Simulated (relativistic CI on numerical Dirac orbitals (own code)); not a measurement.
How well does a small relativistic CI reproduce Cu?

Calculated at this level of theory: Dirac-Coulomb-Breit CI, orbitals from a KLI potential per configuration, model QED, valence Slater integrals scaled by 0.85, configuration energies shifted to the measured levels that pair with them (semi-empirical) (own radial code, finite nucleus).

Configuration list (outside the closed core [Ar]): 3d¹⁰4s, 3d⁹4s², 3d¹⁰4p, 3d⁹4s4p, 3d¹⁰5s, 3d¹⁰4d, 3d¹⁰5p, 3d¹⁰6s, 3d¹⁰4f, 3d¹⁰6p, 3d¹⁰5d, 3d¹⁰5g, 3d¹⁰5f, 3d¹⁰6d, 3d⁹4s5s, 3d¹⁰6g, 3d⁸4s4p², 3d⁹4p², 3d⁹4s5p, 3d⁸4s²4p, 3d⁹4s6s, 3d⁹4s4d, 3d⁹4s4f, 3d⁹4s6p, 3d⁹4s5d. Levels of other configurations are missing.

```tsv
Configuration	Term (tabulated)	J	Measured (cm⁻¹)	Computed	Error	Purity (%)
3d¹⁰4s	2S	1/2	0.0	0	0	98
3d⁹4s²	2D	5/2	11202.6	11230	27	95
3d⁹4s²	2D	3/2	13245.4	13216	-30	95
3d¹⁰4p	2P°	1/2	30535.3	30598	62	96
3d¹⁰4p	2P°	3/2	30783.7	30717	-66	96
3d⁹4s4p	4P°	5/2	39018.7	39462	443	97
3d⁹4s4p	4P°	3/2	40114.0	40502	388	95
3d⁹4s4p	4F°	9/2	40909.1	40931	22	99
3d⁹4s4p	4P°	1/2	40943.7	41290	347	96
3d⁹4s4p	4F°	7/2	41153.4	41260	107	90
3d⁹4s4p	4F°	5/2	41562.9	41721	158	86
3d⁹4s4p	4F°	3/2	42302.5	42355	53	94
3d¹⁰5s	2S	1/2	43137.2	43138	0	100
3d⁹4s4p	4D°	7/2	43513.9	43065	-448	92
3d⁹4s4p	4D° †	5/2	44406.3	43612	-794	79
3d⁹4s4p	4D° †	3/2	44544.2	44207	-338	82
3d⁹4s4p	4D°	1/2	44915.6	44557	-358	91
3d¹⁰4d	2D	3/2	49935.2	49937	2	100
3d¹⁰4d	2D	5/2	49942.1	49941	-1	100
```

Measured levels from NIST Handbook of Basic Atomic Spectroscopic Data (Sansonetti and Martin, J. Phys. Chem. Ref. Data 34, 1559 (2005)); pairs were made by configuration, J and term (by order where the table uses no LS term), so strongly mixed levels may be paired wrongly.

Mean error by configuration (cm⁻¹): 3d⁹4s² -1; 3d¹⁰4p -2; 3d⁹4s4p 79; 3d¹⁰5s 0; 3d¹⁰4d 0. Over the excited levels the mean absolute error is 157 cm⁻¹ (18 of the 23 excited levels that our extract of the source holds in range could be paired, and the others can miss by more), and the median relative error of those above 1,000 cm⁻¹ is 0.23 %, both after the shifts were fitted to these levels, so that a configuration with one level shows no error. † marks terms whose computed intervals miss the measured ones by more than a factor of 2.5, or configurations far off the rest, from wrong mixing, a near crossing or a doubtful label or measurement; they are left out of the means.

Transition probabilities of persistent lines. The last column rescales the computed rate by the cube of measured over computed energy:

| λ measured (Å) | Lower | Upper | A tabulated (s⁻¹) | A computed | A rescaled |
| --- | --- | --- | --- | --- | --- |
| 2225.70 air | 3d¹⁰4s ²S1/2 | 3d⁹4s4p ⁴D°1/2 | 4.44e+07 | 8.09e+06 | 8.29e+06 |
| 2244.26 air | 3d¹⁰4s ²S1/2 | 3d⁹4s4p ⁴D°3/2 | 1.85e+06 | 6.90e+05 | 7.06e+05 |
| 2441.64 air | 3d¹⁰4s ²S1/2 | 3d⁹4s4p ⁴P°1/2 | 2.01e+06 | 1.82e+06 | 1.78e+06 |
| 2492.15 air | 3d¹⁰4s ²S1/2 | 3d⁹4s4p ⁴P°3/2 | 2.79e+06 | 2.66e+06 | 2.58e+06 |
| 3247.54 air | 3d¹⁰4s ²S1/2 | 3d¹⁰4p ²P°3/2 | 1.37e+08 | 1.72e+08 | 1.73e+08 |
| 3273.96 air | 3d¹⁰4s ²S1/2 | 3d¹⁰4p ²P°1/2 | 1.36e+08 | 1.69e+08 | 1.68e+08 |
| 5105.54 air | 3d⁹4s² ²D5/2 | 3d¹⁰4p ²P°3/2 | 2.00e+06 | 1.85e+06 | 1.87e+06 |
| 5153.24 air | 3d¹⁰4p ²P°1/2 | 3d¹⁰4d ²D3/2 | 6.00e+07 | 9.62e+07 | 9.71e+07 |
| 5218.20 air | 3d¹⁰4p ²P°3/2 | 3d¹⁰4d ²D5/2 | 7.50e+07 | 1.15e+08 | 1.14e+08 |

Configurations whose levels could be paired with our table of measured levels were shifted onto them, all but the ground configuration, by the median error of their levels; single terms can still be off by 1,000 to 2,000 cm⁻¹ or more, and rates follow the energies as ν³ (E1, M1) or ν⁵ (E2). The others borrow a shift and can be off by several thousand cm⁻¹ or more. The fine structure of a lone outer electron comes out too small, for d and f at times inverted, and misplaced configurations move strength between like terms. 18 of the 23 excited levels that our extract of the measured tables holds in this range could be paired (the sources list more); they are missed by 203 cm⁻¹ on average and 794 at most, after the shifts were fitted to these levels, and levels without a partner can miss by more.

Shifts applied (cm⁻¹): 3d¹⁰4s 0; 3d⁹4s² 13035; 3d¹⁰4p 3835; 3d⁹4s4p 16431; 3d¹⁰5s 5256; 3d¹⁰4d 6599.
